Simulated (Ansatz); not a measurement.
Stepwise reaction of `[SiH3][SiH2][GeH2][SiH3]` with hydrogen, as a gas-phase model of exchange steps in deposition or etching. ΔE in kJ/mol; ΔG adds harmonic PBE0-D4 terms to CCSD(T)/CBS, at 1 bar.

Program: Ansatz. Geometries: PBE0-D4/def2-TZVP. ΔE: electronic, gas phase. CBS: MP2 limit from def2 TZ/QZ plus the TZ coupled-cluster correction, frozen cores. This one scheme is used for every species. Functionals use def2-TZVPP. B3LYP here is the variant with VWN-RPA as its local correlation; programs differ in this. For Ge outer-core shells are correlated without core-valence functions, which leaves a few kJ/mol of doubt a bond. Scalar relativity is left out up to krypton. Each species was taken in one conformer, which may not be the lowest.

| step | reaction | PBE-D4 | B3LYP-D4 | ωB97M-V | CCSD(T)/CBS | ΔG(600 K) |
| --- | --- | --- | --- | --- | --- | --- |
| 1 | `[SiH3][SiH2][GeH2][SiH3]` + H₂ → `[SiH3][GeH2][SiH3]` + SiH₄ | 2.6 | -12.3 | -16.9 | -10.7 | -6.0 |
| 3 | `[SiH3][GeH3]` + H₂ → GeH₄ + SiH₄ | 6.4 | -4.9 | -7.0 | -2.2 | 5.7 |

**Question.** Give the row of step 2, `[SiH3][GeH2][SiH3]` + H₂ → `[SiH3][GeH3]` + SiH₄. (An estimate is asked.)

**Answer.** Computed: 
| step | reaction | PBE-D4 | B3LYP-D4 | ωB97M-V | CCSD(T)/CBS | ΔG(600 K) |
| --- | --- | --- | --- | --- | --- | --- |
| 2 | `[SiH3][GeH2][SiH3]` + H₂ → `[SiH3][GeH3]` + SiH₄ | 11.7 | 0.7 | -1.9 | 3.4 | 6.7 |

**Question.** By hand: ΔE of the 3 steps together at CCSD(T)/CBS.

**Answer.** (-10.7) + (3.4) + (-2.2) = -9.5 kJ/mol, or -3.2 kJ/mol a step.

In ΔE step 1 is the lowest and step 2 the highest. ΔG lies between -6.0 and 6.7 kJ/mol a step. PBE-D4 differs from CCSD(T)/CBS by 8.3 to 13.3 kJ/mol a step. Only this route is followed, and other bonds may react first. Isolated molecules leave out the surface, adducts and barriers. Largest T1 diagnostic: 0.013.
